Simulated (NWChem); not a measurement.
System: H2Se2O; SMILES O[Se][SeH]

Output (shortened):

```
             Northwest Computational Chemistry Package (NWChem) 7.3.0
             --------------------------------------------------------

 C1  symmetry detected

                             Geometry "geometry" -> ""
                             -------------------------

 Output coordinates in angstroms (scale by  1.889725989 to convert to a.u.)

  No.       Tag          Charge          X              Y              Z
 ---- ---------------- ---------- -------------- -------------- --------------
    1 Se                  34.0000     0.40084275    -0.92729072    -0.00495334
    2 O                    8.0000    -1.22549132    -1.70991920     0.05410213
    3 H                    1.0000    -1.54828600    -1.75169345    -0.85637491
    4 Se                  34.0000    -0.06151896     1.33645958    -0.02481060
    5 H                    1.0000    -0.18479226     1.51930581     1.43553201

 Effective nuclear repulsion energy (a.u.)     425.6196391890

  pbe96 is a nonlocal functional; adding pw91lda local functional.

                                 NWChem DFT Module
                                 -----------------

 Summary of "ao basis" -> "ao basis" (spherical)
 ------------------------------------------------------------------------------
       Tag                 Description            Shells   Functions and Types
 ---------------- ------------------------------  ------  ---------------------
 Se                         def2-svp                12       32   5s4p3d
 O                          def2-svp                 6       14   3s2p1d
 H                          def2-svp                 3        5   2s1p

            General Information
            -------------------
          SCF calculation type: DFT
          Wavefunction type:  closed shell.
          No. of atoms     :     5
          No. of electrons :    78
           Alpha electrons :    39
            Beta electrons :    39
          Charge           :     0
          Spin multiplicity:     1
          Use of symmetry is: off; symmetry adaption is: off
          Maximum number of iterations: 150
          AO basis - number of functions:    88
                     number of shells:    36
          Convergence on energy requested:  1.00D-06
          Convergence on density requested:  1.00D-05
          Convergence on gradient requested:  5.00D-04

              XC Information
              --------------
          PerdewBurkeErnzerhof Exchange Functional  1.000
            Perdew 1991 LDA Correlation Functional  1.000 local
           PerdewBurkeErnz. Correlation Functional  1.000 non-local

             Grid Information
             ----------------
          Grid used for XC integration:  medium
          Radial quadrature: Mura-Knowles
          Angular quadrature: Lebedev.
          Tag              B.-S. Rad. Rad. Pts. Rad. Cut. Ang. Pts.
          ---              ---------- --------- --------- ---------
          Se                  1.15      112          10.0       590
          O                   0.60       49          10.0       434
          H                   0.35       45          11.0       434
          Grid pruning is: on
          Number of quadrature shells:   363
          Spatial weights used:  Erf1

      Superposition of Atomic Density Guess
      -------------------------------------

 Sum of atomic energies:       -4874.71328237

      Non-variational initial energy
      ------------------------------

 Total energy =   -4875.243706
 1-e energy   =   -7640.328313
 2-e energy   =    2339.464969
 HOMO         =      -0.236331
 LUMO         =      -0.011550

   convergence    iter        energy       DeltaE   RMS-Dens  Diis-err
 ---------------- ----- ----------------- --------- --------- ---------
 d= 0,ls=0.0,diis     1  -4878.0118913416 -5.30D+03  2.05D-02  6.91D-01
 d= 0,ls=0.0,diis     2  -4877.7457855605  2.66D-01  1.69D-02  2.91D+00
 d= 0,ls=0.0,diis     3  -4878.0464379474 -3.01D-01  5.75D-03  3.42D-01
 d= 0,ls=0.0,diis     4  -4878.0801168876 -3.37D-02  3.02D-03  2.55D-02
 d= 0,ls=0.0,diis     5  -4878.0816964649 -1.58D-03  1.57D-03  1.38D-02
  Resetting Diis
 d= 0,ls=0.0,diis     6  -4878.0838406161 -2.14D-03  2.45D-04  3.08D-04
 d= 0,ls=0.0,diis     7  -4878.0838965604 -5.59D-05  9.21D-05  1.45D-05
 d= 0,ls=0.0,diis     8  -4878.0838906890  5.87D-06  6.40D-05  6.89D-05
 d= 0,ls=0.0,diis     9  -4878.0838980411 -7.35D-06  1.95D-05  3.43D-06
 d= 0,ls=0.0,diis    10  -4878.0838984297 -3.89D-07  4.51D-06  1.04D-07

         Total DFT energy =    -4878.083898429696
      One electron energy =    -7639.706824575766
           Coulomb energy =     2518.848968577285
    Exchange-Corr. energy =     -182.845681620170
 Nuclear repulsion energy =      425.619639188956

 Numeric. integr. density =       78.000002191425

                       DFT Final Molecular Orbital Analysis
                       ------------------------------------

 Vector   37  Occ=2.000000D+00  E=-2.544431D-01
              MO Center= -6.3D-01, -7.6D-01,  1.4D-02, r^2= 3.4D+00
   Bfn.  Coefficient  Atom+Function         Bfn.  Coefficient  Atom+Function
  ----- ------------  ---------------      ----- ------------  ---------------
    37      0.403779  2 O  py                40      0.310120  2 O  py
    36     -0.296202  2 O  px                64      0.274109  4 Se py
    67      0.272690  4 Se py                39     -0.224134  2 O  px
    61     -0.168534  4 Se py                 4      0.166444  1 Se s
     5      0.164361  1 Se s                 13     -0.142091  1 Se py

 Vector   38  Occ=2.000000D+00  E=-2.266157D-01
              MO Center= -1.3D-01,  9.7D-01,  9.9D-04, r^2= 2.6D+00
   Bfn.  Coefficient  Atom+Function         Bfn.  Coefficient  Atom+Function
  ----- ------------  ---------------      ----- ------------  ---------------
    66      0.560149  4 Se px                63      0.477661  4 Se px
    60     -0.303032  4 Se px                37      0.189167  2 O  py
    40      0.144662  2 O  py                67      0.120593  4 Se py
    64      0.108001  4 Se py                57      0.098435  4 Se px
    36      0.083010  2 O  px                 5     -0.072222  1 Se s

 Vector   39  Occ=2.000000D+00  E=-2.027628D-01
              MO Center=  2.2D-01, -7.8D-01,  3.0D-02, r^2= 2.5D+00
   Bfn.  Coefficient  Atom+Function         Bfn.  Coefficient  Atom+Function
  ----- ------------  ---------------      ----- ------------  ---------------
    17      0.587684  1 Se pz                14      0.502207  1 Se pz
    11     -0.313193  1 Se pz                38     -0.185917  2 O  pz
    84     -0.147184  5 H  s                 85     -0.132232  5 H  s
    47      0.127115  3 H  s                 41     -0.125809  2 O  pz
    56      0.125396  4 Se s                 35     -0.121591  2 O  s

 Vector   40  Occ=0.000000D+00  E=-7.296311D-02
              MO Center=  7.6D-02,  1.3D-01,  1.3D-03, r^2= 3.8D+00
   Bfn.  Coefficient  Atom+Function         Bfn.  Coefficient  Atom+Function
  ----- ------------  ---------------      ----- ------------  ---------------
    67      0.727028  4 Se py                16      0.618562  1 Se py
    15     -0.370620  1 Se px                13      0.349157  1 Se py
    64      0.346199  4 Se py                 4      0.344253  1 Se s
    56     -0.292312  4 Se s                  5      0.282297  1 Se s
    55     -0.236148  4 Se s                 61     -0.221367  4 Se py

 Vector   41  Occ=0.000000D+00  E=-5.967379D-02
              MO Center=  1.1D-03, -9.1D-01, -8.8D-02, r^2= 3.2D+00
   Bfn.  Coefficient  Atom+Function         Bfn.  Coefficient  Atom+Function
  ----- ------------  ---------------      ----- ------------  ---------------
    15      0.599918  1 Se px                35      0.534140  2 O  s
    16      0.462820  1 Se py                12      0.329879  1 Se px
    36      0.300479  2 O  px                39      0.297916  2 O  px
    48     -0.285049  3 H  s                 66     -0.255369  4 Se px
    13      0.240081  1 Se py                 9     -0.201294  1 Se px

 Vector   42  Occ=0.000000D+00  E=-1.548080D-02
              MO Center= -1.1D-01,  1.3D+00,  7.7D-01, r^2= 3.2D+00
   Bfn.  Coefficient  Atom+Function         Bfn.  Coefficient  Atom+Function
  ----- ------------  ---------------      ----- ------------  ---------------
    85      1.241899  5 H  s                 68     -0.945045  4 Se pz
    56     -0.616812  4 Se s                 55     -0.336321  4 Se s
    84      0.331962  5 H  s                 65     -0.319204  4 Se pz
    62      0.204656  4 Se pz                54      0.191191  4 Se s
     5      0.136250  1 Se s                 17      0.135870  1 Se pz

     Multipole analysis of the density
     ---------------------------------

     L   x y z        total         alpha         beta         nuclear
     -   - - -        -----         -----         ----         -------
     0   0 0 0     -0.000000    -39.000000    -39.000000     78.000000

     1   1 0 0     -0.029584     -0.014792     -0.014792      0.000000
     1   0 1 0      0.117507      0.058754      0.058754      0.000000
     1   0 0 1     -0.284729     -0.142365     -0.142365      0.000000

     2   2 0 0    -31.532044    -51.543787    -51.543787     71.555531
     2   1 1 0     -0.269041     -6.852001     -6.852001     13.434961
     2   1 0 1      1.759077     -0.039318     -0.039318      1.837713
     2   0 2 0    -30.756650   -227.376428   -227.376428    423.996206
     2   0 1 1      3.049476     -1.992439     -1.992439      7.034354
     2   0 0 2    -30.296954    -20.218156    -20.218156     10.139358

                                 NWChem DFT Module
                                 -----------------

[...]
```

Level: PBE/def2-SVP, vertical spin-unrestricted ions. The geometry was optimised at PBE0/def2-SVP.

Q: Write an input that gives this output.

A: Several could match; the one computed here: the input that was run:
```
start job
memory heap 200 mb stack 900 mb global 1100 mb
geometry units angstroms noautoz
  Se     0.379680    -0.935820     0.001143
  O     -1.254840    -1.700609     0.067472
  H     -1.577899    -1.747965    -0.842638
  Se    -0.058742     1.332380    -0.041201
  H     -0.180332     1.530936     1.417230
end
basis spherical
  * library def2-svp
end
dft
  xc xpbe96 cpbe96
  iterations 150
  vectors input atomic output neutral.movecs
end
task dft energy
charge 1
dft
  odft
  mult 2
  vectors input atomic output cation.movecs
end
task dft energy
```
